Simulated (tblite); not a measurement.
Compound: C2H10BNSi.
Numbering: `[CH3:1][BH:2][NH:3][CH2:4][SiH3:5]` (hydrogens: H6, H7, H8 on C1; H9 on B2; H10 on N3; H11, H12 on C4; H13, H14, H15 on Si5)

Computed with GFN2-xTB (tblite), gas phase: L-BFGS steps from a force-field or distance-geometry start until the largest atomic force falls under 0.01 eV/Å.

Step 34: E = -415.8558 eV
```
atom  x, y, z in Å  |  force x, y, z in eV/Å
C1      2.6457    0.6396   -0.1858   -0.011   0.020  -0.018
B2      1.4488   -0.2298    0.3947   -0.048   0.047  -0.017
N3      0.1498    0.1149    0.0705    0.047  -0.040   0.019
C4     -1.0730   -0.4918    0.5695    0.059  -0.012   0.049
Si5    -2.5746   -0.2431   -0.5745   -0.018   0.032  -0.058
H6      3.5638    0.5296    0.3855   -0.013  -0.006   0.023
H7      2.3961    1.6991   -0.2084    0.017   0.025  -0.008
H8      2.8825    0.3579   -1.2107   -0.023  -0.049  -0.020
H9      1.6272   -1.1462    1.1065   -0.015  -0.032  -0.020
H10    -0.0226    0.9017   -0.5369   -0.006   0.087   0.016
H11    -1.3063   -0.0734    1.5585   -0.014   0.015   0.017
H12    -0.8798   -1.5540    0.7355   -0.016  -0.024   0.005
H13    -2.2745   -0.7547   -1.9130    0.009  -0.006   0.013
H14    -3.7209   -0.9364    0.0106   -0.006  -0.013  -0.006
H15    -2.8666    1.1947   -0.6700    0.038  -0.045   0.003
```

Step 35: E = -415.8567 eV
```
atom  x, y, z in Å  |  force x, y, z in eV/Å
C1      2.6430    0.6394   -0.1863   -0.002   0.018  -0.032
B2      1.4475   -0.2328    0.3928   -0.011   0.042   0.004
N3      0.1491    0.1153    0.0741    0.040  -0.036   0.009
C4     -1.0727   -0.4912    0.5725    0.020  -0.014   0.033
Si5    -2.5736   -0.2434   -0.5761    0.007   0.006  -0.024
H6      3.5612    0.5307    0.3859   -0.027   0.008   0.015
H7      2.3909    1.6982   -0.2138    0.020   0.025   0.017
H8      2.8810    0.3586   -1.2109   -0.015  -0.067  -0.025
H9      1.6282   -1.1522    1.1015   -0.021  -0.019  -0.035
H10    -0.0248    0.9042   -0.5292    0.000   0.114  -0.001
H11    -1.3080   -0.0686    1.5592   -0.018   0.002   0.023
H12    -0.8753   -1.5518    0.7399   -0.037  -0.036   0.020
H13    -2.2706   -0.7565   -1.9130    0.010  -0.004   0.007
H14    -3.7226   -0.9375    0.0045    0.006   0.000  -0.009
H15    -2.8576    1.1956   -0.6689    0.026  -0.038  -0.003
```

Step 36: E = -415.8577 eV
```
atom  x, y, z in Å  |  force x, y, z in eV/Å
C1      2.6405    0.6391   -0.1874    0.006   0.013  -0.037
B2      1.4459   -0.2346    0.3907    0.032   0.026   0.024
N3      0.1484    0.1161    0.0764    0.013  -0.010   0.000
C4     -1.0719   -0.4908    0.5755   -0.029  -0.011   0.006
Si5    -2.5724   -0.2440   -0.5779    0.036  -0.031   0.022
H6      3.5580    0.5309    0.3868   -0.038   0.022   0.000
H7      2.3864    1.6975   -0.2190    0.028   0.023   0.031
H8      2.8793    0.3572   -1.2118   -0.007  -0.073  -0.019
H9      1.6283   -1.1571    1.0966   -0.026  -0.004  -0.053
H10    -0.0276    0.9103   -0.5194    0.010   0.110  -0.004
H11    -1.3098   -0.0638    1.5598   -0.016  -0.017   0.024
H12    -0.8705   -1.5503    0.7437   -0.054  -0.037   0.034
H13    -2.2671   -0.7590   -1.9127    0.013  -0.004  -0.006
H14    -3.7242   -0.9392   -0.0018    0.020   0.015  -0.012
H15    -2.8476    1.1957   -0.6673    0.011  -0.021  -0.010
```

Question: Estimate the geometry and energy of step 37. (The exact step hangs on the optimiser's Hessian estimate; all steps are aligned on step 36, rigid shifts and turns removed.)

Answer: E = -415.8589 eV, largest force 0.109 eV/Å
```
atom  x, y, z in Å  |  force x, y, z in eV/Å
C1      2.6381    0.6390   -0.1894    0.009   0.003  -0.034
B2      1.4443   -0.2353    0.3885    0.063   0.006   0.035
N3      0.1475    0.1176    0.0780   -0.025   0.033  -0.006
C4     -1.0709   -0.4907    0.5790   -0.070  -0.003  -0.024
Si5    -2.5704   -0.2454   -0.5796    0.060  -0.066   0.062
H6      3.5539    0.5307    0.3882   -0.041   0.036  -0.020
H7      2.3825    1.6970   -0.2244    0.038   0.016   0.035
H8      2.8769    0.3535   -1.2130    0.003  -0.067  -0.006
H9      1.6275   -1.1620    1.0902   -0.028   0.009  -0.068
H10    -0.0309    0.9203   -0.5069    0.021   0.075   0.009
H11    -1.3123   -0.0589    1.5607   -0.007  -0.040   0.019
H12    -0.8657   -1.5492    0.7480   -0.065  -0.026   0.049
H13    -2.2635   -0.7623   -1.9123    0.019  -0.004  -0.021
H14    -3.7256   -0.9413   -0.0093    0.030   0.028  -0.012
H15    -2.8358    1.1949   -0.6656   -0.006   0.000  -0.017
```

The energy changes by -0.0012 eV. The first-order estimate −F·Δx gives -0.0016 eV and the mean of the old and new forces, exact on a quadratic surface, -0.0012 eV. The step makes an angle of 74° with the force vector and moves no atom by more than 0.016 Å.

What follows is the cost of the whole relaxation. The run took 0.84 s on one thread, Arm Neoverse N1 (aarch64), shared host with 64 logical CPUs at a one-minute load of 61.
